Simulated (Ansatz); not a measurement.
Cost and result up the ladder for the cluster Sn₃O₄ (7 atoms). The state is a singlet with charge 0. Geometry: r2SCAN-D4/def2-SVP.

```xyz
7

Sn   -1.5671    0.0237    0.8824
Sn   -0.1551    1.0217   -1.9715
Sn    1.5208   -1.2276    1.0653
O     0.1542   -0.1556    1.9900
O    -1.1503    1.5952   -0.3738
O     1.2323   -0.2065   -0.8330
O    -0.0347   -1.0509   -0.7593
```

Ansatz on 4 threads of Arm Neoverse V2 on a shared host. Times are rough, and most runs start from the orbitals of an earlier one. PBE0-D4/def2-TZVP serves as the yardstick here, not as an exact answer. Differences are given only for rows in sets of like size (and for xTB, whose basis is part of the method), since another set adds its own error. Binding counts from free atoms at the same level (Sn triplet, O triplet; other spins of the atoms weren't run), without zero-point energy or a counterpoise term.

In the def2 sets Sn takes a core potential, while STO-3G treats all electrons; there is no spin–orbit coupling. B3LYP takes the VWN-RPA correlation. HSE06 is defined as in plane-wave codes, on full-range PBE exchange. Correlated methods freeze 16 core orbitals; core or outer-core shells of Sn are correlated, in sets that lack core-valence functions. The rows differ in basis, and correlated rows in double-zeta sets carry the largest basis error. The structure holds one bond between oxygen atoms, so isomers without such links may lie far lower. Another isomer (singlet) lies 0.32 eV lower at PBE0-D4/def2-TZVP; other spin states weren't run for this one.

Correlated methods converge slowly with the basis, most of all in double-zeta sets.

| level | functions | wall time | binding energy per atom (eV) | difference from PBE0-D4/def2-TZVP (eV) | remarks |
| --- | --- | --- | --- | --- | --- |
| PBE-D4/def2-SVP | 134 | 1.4 s | 3.76 | – | – |
| HF/STO-3G | 101 | 1.8 s | 1.75 | – | – |
| PBE0-D4/def2-SVP | 134 | 2.4 s | 3.39 | – | – |
| BLYP-D4/def2-TZVP | 274 | 3.7 s | 3.72 | 0.27 | – |
| PBE-D4/def2-TZVP (with forces) | 274 | 4.1 s | 3.80 | 0.35 | – |
| B3LYP-D4/def2-TZVP | 274 | 6.5 s | 3.52 | 0.07 | – |
| r2SCAN-D4/def2-TZVP | 274 | 7 s | 3.58 | 0.13 | – |
| HSE06-D4/def2-TZVP | 274 | 7 s | 3.45 | 0.00 | – |
| PBE0-D4/def2-TZVP | 274 | 8 s | 3.45 | 0.00 | – |
| MP2/def2-TZVP | 274 | 8.5 s | 3.64 | 0.19 | – |
| CCSD(T)/def2-SVP | 134 | 43 s | 3.08 | – | large T1 (0.020) |
